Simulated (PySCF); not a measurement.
H₃Ga (SMILES [GaH3]), singlet, geometry from GFN2-xTB (such geometries of metal compounds can be far from the true shape).

Input for PySCF:
```python
from pyscf import gto, scf, dft

mol = gto.Mole()
mol.atom = '''
    Ga    0.000000   -0.000000    0.000000
    H     0.662182   -0.427565    1.353833
    H    -0.300593    1.511378   -0.282030
    H    -0.361589   -1.083813   -1.071803
'''
mol.basis = 'def2-sv(p)'
mol.charge = 0
mol.spin = 0
mol.verbose = 5
mol.build()

mf = dft.RKS(mol)
mf.xc = 'pbe'
mf.kernel()
mf.analyze()
```

**Question.** What does this run give for the dipole moment, nuclear repulsion energy, HOMO energy, number of basis functions, total energy, HOMO-LUMO gap?

**Answer.** 
```
Item                              Result
-------------------------  -------------
dipole moment                     0.00 D
nuclear repulsion energy      31.9998 Eh
HOMO energy                     -7.34 eV
number of basis functions             38
total energy               -1926.0620 Eh
HOMO-LUMO gap                    4.72 eV
```
